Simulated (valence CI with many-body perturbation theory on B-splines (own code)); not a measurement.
Values are calculated unless marked as measured or tabulated.
## From CI to CI+MBPT in La⁴⁴⁺

Method: valence CI with perturbative core correlation (CI+MBPT): three valence electrons over a frozen Dirac-Fock core [Ne], a basis of 11 s, 11 p, 9 d, 7 f, 5 g, 2 h, 1 i functions for each j, with the one-electron correlation potential Σ1 (screened to all orders), the two-electron term Σ2, the three-electron term Σ3, Breit, model QED; selected single and double excitations, second order for the rest (own B-spline code, finite nucleus).

No measured spectrum was set against this ion. As an estimate, large intervals hold to a few tenths of a per cent, small ones and those within an open d or f shell to about a per cent.

Each rung adds one term. CI alone is the Dirac-Coulomb CI over the frozen core; QED comes last and gives the full result, which names the levels. Energies are above (3s^2 3p1/2) J=1/2 on the same rung, in × 10³ cm⁻¹.

Levels are named by their leading jj configuration (3d3/2^4 stands for four electrons in 3d with j = 3/2), which in mixed levels can hold well under half, so a name can repeat and another be missing. Letters in brackets count levels of one name in rising energy.

```
                     Level  CI alone
        (3s^2 3p3/2) J=3/2    867.13
        (3s 3p1/2^2) J=1/2    894.60
(3s 3p1/2 3p3/2) J=3/2 [a]    1603.3
    (3s 3p1/2 3p3/2) J=5/2    1705.2
(3s 3p1/2 3p3/2) J=3/2 [b]    1838.1
    (3s 3p1/2 3p3/2) J=1/2    1904.8
        (3s^2 3d3/2) J=3/2    2222.9
        (3s^2 3d5/2) J=5/2    2341.9
        (3s 3p3/2^2) J=5/2    2599.1
     (3p1/2^2 3p3/2) J=3/2    2743.1
        (3s 3p3/2^2) J=1/2    2773.6
        (3s 3p3/2^2) J=3/2    2818.6
(3s 3p1/2 3d3/2) J=3/2 [a]    2858.3
    (3s 3p1/2 3d3/2) J=5/2    2930.2
    (3s 3p1/2 3d3/2) J=1/2    3081.3
(3s 3p1/2 3d3/2) J=3/2 [b]    3097.0
```

Problem. What do these energies become with core correlation, Breit and QED?

Solution. (3s^2 3p3/2) J=3/2 857.58 (-9.55); (3s 3p1/2^2) J=1/2 891.13 (-3.46); (3s 3p1/2 3p3/2) J=3/2 [a] 1592.2 (-11.12); (3s 3p1/2 3p3/2) J=5/2 1690.5 (-14.67); (3s 3p1/2 3p3/2) J=3/2 [b] 1822.8 (-15.24); (3s 3p1/2 3p3/2) J=1/2 1888.2 (-16.64); (3s^2 3d3/2) J=3/2 2200.3 (-22.63); (3s^2 3d5/2) J=5/2 2316.9 (-25.06); (3s 3p3/2^2) J=5/2 2573.6 (-25.51); (3p1/2^2 3p3/2) J=3/2 2723.6 (-19.48); (3s 3p3/2^2) J=1/2 2749.9 (-23.72); (3s 3p3/2^2) J=3/2 2791.0 (-27.63); (3s 3p1/2 3d3/2) J=3/2 [a] 2836.6 (-21.68); (3s 3p1/2 3d3/2) J=5/2 2906.1 (-24.14); (3s 3p1/2 3d3/2) J=1/2 3056.5 (-24.82); (3s 3p1/2 3d3/2) J=3/2 [b] 3070.9 (-26.11).

Problem. How does the ionisation energy move along the ladder, and which term matters most?

Solution. CI alone 3519.9, + Σ1 3521.0, + Σ2 3520.8, + Σ3 3520.8, + Breit 3517.0, + QED 3517.0 eV. The largest step is Breit, -3.8 eV. NIST lists 3515 ± 4 eV (theoretical).
